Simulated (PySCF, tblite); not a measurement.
C9H6FP.
Numbering: `[F:1][c:2]1[cH:3][cH:4][p:5][c:6]2[cH:7][cH:8][cH:9][cH:10][c:11]12` (hydrogens: H12 on C3; H13 on C4; H14 on C7; H15 on C8; H16 on C9; H17 on C10)

Cartesian coordinates in Å at the GFN2-xTB level; atoms count from 1:
```xyz
17
C9H6FP angstrom
F      1.485   -2.351   -0.456
C      1.392   -1.027   -0.186
C      2.560   -0.337   -0.022
C      2.595    1.027    0.258
P      1.234    2.053    0.440
C     -0.088    0.898    0.179
C     -1.401    1.402    0.257
C     -2.489    0.591    0.074
C     -2.307   -0.771   -0.198
C     -1.047   -1.294   -0.283
C      0.091   -0.480   -0.098
H      3.488   -0.885   -0.116
H      3.567    1.489    0.373
H     -1.530    2.454    0.467
H     -3.488    0.995    0.138
H     -3.168   -1.407   -0.341
H     -0.900   -2.343   -0.493
```

Method: PBE0/pcSseg-1 in PySCF (dipole) on a GFN2-xTB geometry, gas phase.

Take the most abundant isotopes and a rigid rotor. 

What are A, B and C (GHz)?

Ia = 358.93, Ib = 479.09, Ic = 838.02 u·Å²; 505379 MHz·u·Å²/I gives 1408, 1055 and 603.1 MHz, that is A = 1.4080, B = 1.0549, C = 0.6031 GHz.

Classify the top.

An asymmetric top. Ray's parameter κ = (2B − A − C)/(A − C) = 0.123; −1 is the prolate and +1 the oblate limit.

What does the inertial defect say?

Planar: Δ = Ic − Ia − Ib = 0.00 u·Å². For a rigid frame Δ = −2 Σ m c², so it vanishes when all atoms lie in the ab plane; here none is more than 0.01 Å from it.

Predict some low-J microwave lines.

The dipole components are |μa| = 0.79 D, |μb| = 0.23 D, |μc| = 0.00 D; the mirror of this Cs structure is the ab plane, so μc vanishes by symmetry and there are no c-type lines. Intensities carry the squares of the components, which stand as 1.00 : 0.08 (a : b). Some lines, for components of 0.1 D or more:

```tsv
type	branch	J(Ka,Kc)	MHz	lower level (cm⁻¹)
a	Q	3(2,1) ← 3(2,2)	940	0.409
b	Q	2(2,0) ← 2(1,1)	1299	0.208
b	Q	4(2,2) ← 4(1,3)	2339	0.616
b	Q	3(3,1) ← 3(2,2)	3020	0.409
a	R	2(1,1) ← 1(1,0)	3768	0.082
b	Q	4(4,1) ← 4(3,2)	3815	0.741
b	Q	4(1,3) ← 4(0,4)	4002	0.482
b	R	3(0,3) ← 2(1,2)	4132	0.163
a	R	3(1,3) ← 2(1,2)	4171	0.163
b	Q	4(2,3) ← 4(1,4)	4235	0.482
b	R	3(1,2) ← 2(2,1)	4373	0.243
b	R	2(2,1) ← 1(1,0)	4827	0.082
a	R	3(2,2) ← 2(2,1)	4974	0.243
a	R	3(1,2) ← 2(1,1)	5433	0.208
```

Estimate the classical rotational partition function at 25 K, 100 K and 200 K.

Point group Cs, symmetry number σ = 1; q = (√π/σ)·√((kT/h)³/(ABC)), k/h = 20836.6 MHz/K: 22300 at 25 K, 178000 at 100 K, 504000 at 200 K.

Its GFN2-xTB frequencies are all real (lowest 111 cm⁻¹). These are rigid-rotor constants of the computed structure; measured ground-state constants (B0) also hold zero-point vibration.
